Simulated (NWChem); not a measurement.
System: sulfur trioxide (SO3); SMILES O=S(=O)=O

Input file for NWChem:

```
start job
memory heap 200 mb stack 900 mb global 1100 mb
geometry units angstroms noautosym nocenter noautoz
  O     -1.019236    -1.019236     0.000000
  S      0.000000     0.000000     0.000000
  O     -0.373066     1.392302     0.000000
  O      1.392302    -0.373066     0.000000
end
basis spherical
  * library 6-311g**
end
dft
  xc b3lyp
  iterations 150
end
tddft
  cis
  ecut -85.0
  nroots 6
  notriplet
end
task tddft energy
```

Coordinates come from a PBE0/def2-SVP optimisation.

Core excitations by TDA in a window of 1s orbitals, non-relativistic and unshifted: absolute energies depend strongly on the exact-exchange share.

**Question.** Predict the main results of this run. (B3LYP/6-311G** (spherical d), restricted-window TDA.) Quantities: first 1s excitation (eV); dipole oscillator strength of the first; first state with f > 0.002 (eV); dipole oscillator strength of that state.

**Answer.** 
```json
{
 "first 1s excitation (eV)": "2419.6",
 "dipole_oscillator_strength_of_the_first": "0.0071",
 "first state with f > 0.002 (eV)": "2419.6",
 "dipole_oscillator_strength_of_that_state": "0.0071"
}
```
